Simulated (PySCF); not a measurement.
Run record for `FC(F)(F)C1=NN=NC=C1`: PBE0/6-311G**, IEF-PCM dichloromethane, level shift 0.1 Eh, energy threshold 1e-06 Eh, TDA, 3 singlets.

Method: TDA PBE0/6-311G**, vertical, IEF-PCM dichloromethane (non-equilibrium linear response), core orbitals frozen in the response (PySCF 2.14.0, density-fitted response routines). Geometry: GFN2-xTB. A driver script takes a list of jobs; this job's settings line and coordinates (Å) are shown.

Command:
```bash
OMP_NUM_THREADS=1 python probes_run.py task.json out
```

Input:
```
{"job": {"kind": "uv", "xc": "PBE0", "basis": "6-311G**", "solvent": "dichloromethane", "nstates": 3, "ntriplets": 0, "tda": true, "scf": {"level_shift": 0.1, "conv": 1e-06}}, "charge": 0, "multiplicity": 1}
F     -2.068100    -0.118359    -1.588583
C     -1.799772     0.115103    -0.294560
F     -2.284211    -0.935164     0.389520
F     -2.498776     1.182380     0.074334
C     -0.309926     0.269092    -0.069382
C      0.502510    -0.832905     0.171295
C      1.845497    -0.514571     0.349887
N      2.267601     0.738793     0.273391
N      1.444557     1.697083     0.027906
N      0.184431     1.499056    -0.139339
H      0.119142    -1.839442     0.221812
H      2.598244    -1.261751     0.557691
```

Output:
```
final grid: 123368 points
cycle   1  E = -616.6877108519  dE =  2.139e+00  |g| = 1.005e+00  |ddm| = 3.471e+00
cycle   2  E = -616.6248661049  dE =  6.284e-02  |g| = 1.269e+00  |ddm| = 1.245e+00
cycle   3  E = -616.8630834308  dE = -2.382e-01  |g| = 1.074e-01  |ddm| = 5.833e-01
cycle   4  E = -616.8652537910  dE = -2.170e-03  |g| = 2.631e-02  |ddm| = 9.586e-02
cycle   5  E = -616.8653651029  dE = -1.113e-04  |g| = 1.132e-02  |ddm| = 2.729e-02
cycle   6  E = -616.8653899143  dE = -2.481e-05  |g| = 2.737e-03  |ddm| = 8.365e-03
cycle   7  E = -616.8653910646  dE = -1.150e-06  |g| = 8.831e-04  |ddm| = 2.214e-03
cycle   8  E = -616.8653912131  dE = -1.485e-07  |g| = 2.127e-04  |ddm| = 6.703e-04
level shift removed, Fock matrix diagonalised once more
converged SCF energy = -616.8653912131

Static polarisability (au): isotropic 69.365, principal 39.639 80.658 87.798

Singlet excitations
state   eV       nm        f      main configurations
  1   3.7844    327.6   0.00687   H->L 0.99
  2   3.9304    315.4   0.00210   H->L+1 0.98
  3   4.3078    287.8   0.00068   H-1->L 0.96
```

H and L stand for HOMO and LUMO; the number after each pair is its weight.

Problem. How does the lowest singlet excitation compare with the HOMO–LUMO gap?

Solution. HOMO -7.68 eV and LUMO -2.26 eV give a gap of 5.42 eV; S1 at 3.78 eV lies 1.64 eV below it.

Problem. Give S1 in cm⁻¹ and kJ/mol.

Solution. 3.7844 eV × 8065.54 = 30523 cm⁻¹; × 96.485 = 365.1 kJ/mol.

In short: SCF converged in 8 cycles with 192 basis and 878 fitting functions; HOMO -7.68 eV, LUMO -2.26 eV; lowest singlet 3.78 eV; mean polarisability 69.4 au.

All basis functions are spherical, in the Pople sets too. The species at its GFN2-xTB geometry.

Hardware: one thread, Arm Neoverse V2 (aarch64), on a shared host. Cost: 16 s, 0.89 GiB resident at most.

Shape of the structure used: `[F:1][C:2]([F:3])([F:4])[c:5]1[cH:6][cH:7][n:8][n:9][n:10]1`: F1–C2–C5–C6 -87°.
